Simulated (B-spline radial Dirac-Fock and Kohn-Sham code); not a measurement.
**Ir⁴⁺: eigenvalues, ΔSCF and the reference**

System: the Ir⁴⁺ ion, configuration 1s2 2s2 2p6 3s2 3p6 3d10 4s2 4p6 4d10 4f14 5s2 5p6 5d4 6s1 (an excited configuration).

The density-functional columns are spherical, spin-unpolarised Dirac-Kohn-Sham results without Breit or QED terms: −ε is minus the orbital energy of the initial state and ΔSCF the difference of two total energies. The reference in the last column comes from ΔSCF Dirac-Fock with Breit, self-energy and vacuum polarisation, finite nucleus, configuration average. All numbers are from a radial atomic solver, in eV; a selection of levels is shown. For the 1s level of heavy atoms much of the gap between ΔSCF and the reference is the Breit and QED part, -399.1 eV here; for other levels the error of the functional can be larger.

```tsv
level	LDA −ε	LDA ΔSCF	Dirac-Fock
K	75973.1	76561.3	76173.9
L1	13325.9	13435.8	13493.0
L2	12775.4	12916.8	12891.7
L3	11149.7	11269.7	11282.5
M1	3155.9	3189.2	3246.2
M2	2907.8	2943.6	2979.6
M3	2551.9	2584.3	2623.1
M4	2134.6	2173.3	2183.5
M5	2057.6	2095.0	2108.0
N1	713.2	729.6	763.5
N2	608.4	624.7	650.5
N3	524.0	539.5	566.0
N4	351.4	366.7	380.8
N5	335.7	350.8	365.1
N6	115.8	130.1	127.8
N7	112.7	126.9	124.8
O2	115.2	124.4	124.9
O3	100.9	109.6	110.6
O4,5	53.69	60.97	59.47
P1	44.25	49.09	46.64
```

Values without a named source are computed, but for edge energies of neutral atoms, which are taken from tables.
